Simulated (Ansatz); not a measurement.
Cost and result for the atomization energy of CH7BFGaSi (`[BH2][GaH][CH2][SiH2]F`) (12 atoms, 11 bonds).

| atom | x (Å) | y (Å) | z (Å) |
| --- | --- | --- | --- |
| B1 | -1.6384 | -1.1874 | 0.4198 |
| Ga2 | -0.7674 | -0.4625 | -1.3100 |
| C3 | 0.9338 | 0.5427 | -0.8808 |
| Si4 | 1.0045 | 0.7873 | 0.9331 |
| F5 | -0.0265 | -0.2963 | 1.6103 |
| H6 | -2.4927 | -0.5707 | 0.9877 |
| H7 | -1.4108 | -2.2923 | 0.8183 |
| H8 | -1.1272 | -0.5344 | -2.8388 |
| H9 | 1.7592 | -0.0797 | -1.2439 |
| H10 | 0.9644 | 1.4822 | -1.4383 |
| H11 | 2.3026 | 0.4940 | 1.5887 |
| H12 | 0.4984 | 2.1172 | 1.3540 |

Total charge 0; spin multiplicity 1. Correlated methods include outer-core shells of Ga, which these sets cover unevenly. Scalar relativity is left out up to krypton. The structure was optimised at the PBE0-D4/def2-TZVP level. It is one conformer, not always the lowest. Program: Ansatz. All runs use 4 threads of an Arm Neoverse V1 on a shared host. Times are those of one run each, without the atoms' runs, and a repeat can differ threefold. Electronic energies, without spin–orbit coupling; frozen cores. CCSD(T)/CBS adds CCSD(T) − MP2 in def2-TZVPP to the MP2 limit, and its time is that of the two runs behind it. T1 = 0.013. With those shells the extrapolation isn't a true limit. B3LYP takes the VWN-RPA correlation (the form of Gaussian; ORCA's B3LYP/G).

CCSD(T)/CBS is a level of theory with its own doubt, some kJ/mol a heavy atom from the limit and from the frozen cores, so smaller differences don't rank the functionals.

```tsv
level	functions	wall time
PBE-D4/def2-TZVPP (with forces)	281	4.1 s
PBE0-D4/def2-TZVPP	281	5.5 s
r2SCAN-D4/def2-TZVPP (with forces)	281	8.5 s
B2PLYP/def2-TZVPP	281	8.5 s
B3LYP-D4/def2-TZVPP (with forces)	281	9 s
ωB97X-V/def2-TZVPP	281	12 s
ωB97M-V/def2-TZVPP (with forces)	281	19 s
MP2/def2-QZVPP	540	41 s
CCSD(T)/def2-TZVPP	281	6.7 min
CCSD(T)/CBS(def2)	–	7.4 min
```

Q: What atomization energy does each give, and how far from CCSD(T)/CBS? (Estimate.)

A: Ansatz gave: 
| level | atomization (kcal/mol) | difference from CCSD(T)/CBS | per bond |
| --- | --- | --- | --- |
| PBE-D4/def2-TZVPP (with forces) | 943.2 | 0.6 | 0.0 |
| PBE0-D4/def2-TZVPP | 936.0 | -6.6 | -0.6 |
| r2SCAN-D4/def2-TZVPP (with forces) | 946.1 | 3.5 | 0.3 |
| B2PLYP/def2-TZVPP | 929.3 | -13.3 | -1.2 |
| B3LYP-D4/def2-TZVPP (with forces) | 937.6 | -5.0 | -0.5 |
| ωB97X-V/def2-TZVPP | 946.0 | 3.4 | 0.3 |
| ωB97M-V/def2-TZVPP (with forces) | 942.4 | -0.2 | 0.0 |
| MP2/def2-QZVPP | 944.4 | 1.8 | 0.2 |
| CCSD(T)/def2-TZVPP | 922.5 | -20.1 | -1.8 |
| CCSD(T)/CBS(def2) | 942.6 | 0.0 | 0.0 |

From PBE to PBE0 (25 % exact exchange), in def2-TZVPP and without D4, the atomization energy moves by −6.2 kcal/mol: exact exchange takes away binding that semilocal exchange gives to molecules. In def2-TZVPP, CCSD(T) changes the Hartree–Fock value by +205.8 kcal/mol (the triples alone add +10.6 kcal/mol) and MP2 by +215.7 kcal/mol; breaking electron pairs costs correlation energy, which Hartree–Fock lacks. The D4 term adds +11.0 kcal/mol with B3LYP and +5.8 kcal/mol with PBE0; it sums over pairs of atoms, weighted by their polarisabilities, and B3LYP, whose exchange is more repulsive, gets the larger term.
